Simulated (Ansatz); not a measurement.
`Cl[SiH]1[BH][GeH2]1`, relaxed with RKS PBE0-D4/def2-TZVP in the Gaussian-basis code of Ansatz from a PBE-D4/def2-SVP geometry. The force threshold is 0.005 eV/Å; the program also tests the step.

Total charge 0; spin multiplicity 1.

Start:

```xyz
8

Cl   -1.582    1.898   -2.416
Si   -0.453    0.688   -1.167
B    -0.690    0.353    0.667
Ge    0.749   -0.884    1.064
H     0.630    0.096   -2.022
H    -1.518    0.768    1.441
H     1.774   -1.371    0.004
H     1.091   -1.548    2.429
```

**Question.** How much energy does the relaxation release, and in how many steps? (Best estimate.)

**Answer.** Ansatz gave: 0.03 eV, in 6 steps, 1 of them rejected.

**Question.** Which bonds change most? (Estimate.)

**Answer.** Computed: Cl1–Si2 from 2.074 to 2.042 Å; Si2–H5 from 1.501 to 1.480 Å; B3–H6 from 1.208 to 1.187 Å; Si2–B3 from 1.879 to 1.859 Å.

**Question.** Give the relaxed structure. (Estimate.)

**Answer.** Ansatz gave: 
```xyz
8

Cl   -1.541    1.864   -2.398
Si   -0.449    0.678   -1.146
B    -0.698    0.358    0.668
Ge    0.736   -0.866    1.043
H     0.628    0.079   -1.966
H    -1.508    0.762    1.436
H     1.742   -1.338   -0.020
H     1.091   -1.535    2.383
```
